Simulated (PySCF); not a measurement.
C2H8GeO.
Geometry (PBE0-D3(BJ)/def2-SVP, Å), atoms numbered from 1 in this order:
```
atom  x, y, z in Å
C1     2.1037    0.7205   -0.2927
O2     0.7116    0.8273   -0.2663
Ge3   -0.2748   -0.5414    0.3201
C4    -2.1098    0.0502    0.1486
H5     2.4576   -0.1056   -0.9416
H6     2.5234    1.6578   -0.6926
H7     2.5405    0.5633    0.7138
H8     0.1252   -0.8370    1.7852
H9     0.0396   -1.7766   -0.5573
H10   -2.3277    0.2869   -0.9023
H11   -2.8022   -0.7339    0.4879
H12   -2.2693    0.9529    0.7547
```

The calculation used TDDFT B3LYP/def2-SVPD, vertical, gas phase, core orbitals frozen in the response (PySCF). The B3LYP/def2-SVPD calculation is non-relativistic and has no spin–orbit coupling, an omission that weighs most on germanium.

Kohn–Sham orbitals with the atoms that hold most of them (Löwdin shares over 4%, at most four atoms; ? is withheld):

```tsv
orbital	ε (eV)	atoms
HOMO-3	-9.28	Ge3 32%, H8 20%, H9 19%, C4 7%
HOMO-2	-8.91	C4 38%, Ge3 24%, C1 6%, O2 6%
HOMO-1	-8.16	?
HOMO	?	O2 59%, C1 12%, Ge3 8%, H7 6%
LUMO	0.20	?
LUMO+1	0.30	Ge3 43%, C4 9%, H9 9%, H8 9%
LUMO+2	0.63	Ge3 19%, C4 15%, O2 14%, H8 11%
```

Task: Give the leading atoms of the LUMO.

Result: Ge3 (bonded to C, O and 2 H) 30%; C4 (bonded to Ge and 3 H) 13%; H8 (bonded to Ge) 11%; H9 (bonded to Ge) 11%. By element: germanium 30%, hydrogen 23% or more, carbon 13% or more.

Task: Which atoms hold the HOMO-1, and with what shares?

Result: O2 (bonded to C and Ge) 53%; C1 (bonded to O and 3 H) 14%; Ge3 (bonded to C, O and 2 H) 10%; H6 (bonded to C) 7%.

Task: What is the HOMO energy, and the HOMO–LUMO gap?

Result: ε(HOMO) = -7.40 eV; the gap is 7.59 eV (0.2791 hartree).

Task: How does S1 compare with the orbital gap of 7.59 eV?

Result: S1 is at 6.49 eV (f = 0.0001), 1.11 eV below the gap, made of HOMO→LUMO (80%), HOMO→LUMO+1 (13%). Without the coupling terms of the response equations the lowest excitation would equal the gap.

Task: One configuration dominates each of S1, S2, S4, S5 and S8. Which, and how do the shares of the two leading atoms of either orbital change from the occupied to the empty one?

Result: 
- S1 (6.49 eV, f 0.0001), HOMO→LUMO (80%): O2 59% → at most 12%, C1 12% → at most 12%, Ge3 8% → 30%, C4 at most 6% → 13%
- S2 (6.81 eV, f 0.026), HOMO→LUMO+1 (86%): O2 59% → at most 9%, C1 12% → at most 9%, Ge3 8% → 43%, C4 at most 6% → 9%
- S4 (7.37 eV, f 0.037), HOMO-1→LUMO (70%): O2 53% → at most 12%, C1 14% → at most 12%, Ge3 10% → 30%, C4 at most 8% → 13%
- S5 (7.68 eV, f 0.027), HOMO-1→LUMO+1 (72%): O2 53% → at most 9%, C1 14% → at most 9%, Ge3 10% → 43%, C4 at most 8% → 9%
- S8 (8.11 eV, f 0.028), HOMO-2→LUMO (82%): C4 38% → 13%, Ge3 24% → 30%

One conformer stands for the species.
